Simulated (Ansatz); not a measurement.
Start from `N[SiH2]C(N)[SiH3]` and change one atom or group to get `NC[SiH2]N`.

Ansatz, PBE0-D4/def2-TZVP geometries, multiplicity 1. Each molecule was computed in one conformer, which needn't be the lowest.

```tsv
property	`N[SiH2]C(N)[SiH3]`
size of the dipole moment (B3LYP/def2-TZVPP) / D	1.46
LUMO energy (ωB97M-V/def2-TZVPP) / eV	1.87
HOMO–LUMO gap (PBE0/def2-TZVPP) / eV	6.91
HOMO energy (PBE/def2-TZVPP) / eV	-5.27
HOMO energy (B3LYP/def2-TZVPP) / eV	-6.38
HOMO energy (PBE0/def2-TZVPP) / eV	-6.59
```

Q: Give the same properties after the change, and the shifts. (Estimate.)

A: The calculation gave: 
```
                                        property  `NC[SiH2]N`  shift
size of the dipole moment (B3LYP/def2-TZVPP) / D         1.07  -0.39
           LUMO energy (ωB97M-V/def2-TZVPP) / eV         2.23   0.36
            HOMO–LUMO gap (PBE0/def2-TZVPP) / eV         7.58   0.67
               HOMO energy (PBE/def2-TZVPP) / eV        -5.39  -0.12
             HOMO energy (B3LYP/def2-TZVPP) / eV        -6.62  -0.24
              HOMO energy (PBE0/def2-TZVPP) / eV        -6.84  -0.25
```

With PBE0 the HOMO falls by 0.25 eV and the LUMO rises by 0.43 eV, so the gap widens by about 0.68 eV. PBE moves the HOMO by -0.12 eV and ωB97M-V by -0.34 eV. Dipoles are sizes alone; their direction can turn.

B3LYP here is the variant with VWN-RPA as its local correlation; programs differ in this.
